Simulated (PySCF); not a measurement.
Si(H)(F)2(NHSiH3) (F2H5NSi2), SMILES F[SiH](F)N[SiH3].

Geometry optimised at PBE0-D3(BJ)/def2-SVP. One conformer was computed; it need not be the lowest.

The numbers are results of PBE/def2-TZVP (PySCF), not measurements.

Symmetry labels are those of the subgroup Cs that the program uses (full group Cs).

Computed valence orbital energies around the gap with their symmetry:
| orbital | symmetry | energy (eV) |
|---|---|---|
| HOMO−7 | A' | -10.70 |
| HOMO−6 | A" | -10.07 |
| HOMO−5 | A' | -9.87 |
| HOMO−4 | A" | -9.72 |
| HOMO−3 | A" | -8.99 |
| HOMO−2 | A' | -8.87 |
| HOMO−1 | A' | -8.61 |
| HOMO | A" | -6.93 |
| LUMO | A' | -0.87 |
| LUMO+1 | A" | 0.12 |
| LUMO+2 | A' | 0.13 |
| LUMO+3 | A' | 0.35 |
